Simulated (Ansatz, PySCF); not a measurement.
In(OH)2(OSiH3) (H5InO3Si), SMILES [O]([In]([OH])[OH])[SiH3]. Atoms are numbered in the order given.

```xyz
10

In     0.1070     0.6149     0.2879
O      1.7186     1.7609     0.4666
H      1.5363     2.5727     0.9537
O     -1.7264     0.9702     0.9779
H     -1.7929     1.8093     1.4480
O      0.3649    -1.0794    -0.6948
Si    -0.5674    -2.3701    -1.1370
H     -1.1452    -3.0709     0.0549
H      0.2835    -3.3407    -1.8890
H     -1.7059    -1.9554    -2.0188
```
Charge 0, spin multiplicity 1.

The structure is a stationary point at PBE0-D3(BJ)/def2-SVP. The def2 effective core potentials stand for the cores of In; spin–orbit coupling is left out. The values are those of a single conformer.

Two levels are set side by side: PBE-D3(BJ)/def2-SVP (Ansatz, a first-principles code) and PBE0-D3(BJ)/def2-SVP (Ansatz). Each level has its own optimised geometry; the coordinates shown are those of the second. Frequencies come from the Hessian of PySCF at each geometry. Differences are taken from unrounded values.

| quantity | PBE0-D3(BJ) | PBE-D3(BJ) | PBE-D3(BJ) minus PBE0-D3(BJ) |
|---|---|---|---|
| mean bond length (Å) | 1.558 | 1.577 | 0.019 |
| bond In1–O2 (Å) | 1.986 | 2.015 | 0.029 |
| bond In1–O4 (Å) | 1.991 | 2.021 | 0.030 |
| bond In1–O6 (Å) | 1.975 | 2.006 | 0.031 |
| bond O6–Si7 (Å) | 1.653 | 1.674 | 0.021 |
| bond O2–H3 (Å) | 0.964 | 0.978 | 0.013 |
| bond O4–H5 (Å) | 0.964 | 0.978 | 0.014 |
| bond Si7–H8 (Å) | 1.499 | 1.510 | 0.011 |
| bond Si7–H9 (Å) | 1.494 | 1.505 | 0.011 |
| bond Si7–H10 (Å) | 1.499 | 1.510 | 0.011 |
| highest harmonic wavenumber (cm⁻¹) | 3895 | 3701 | -194 |
| mean harmonic wavenumber (cm⁻¹) | 1004 | 963 | -40 |
| zero-point energy (kcal/mol) | 34.44 | 33.05 | -1.39 |

Exact exchange shortens and stiffens bonds; PBE has none. Differences between two approximate levels are no errors against the true value.
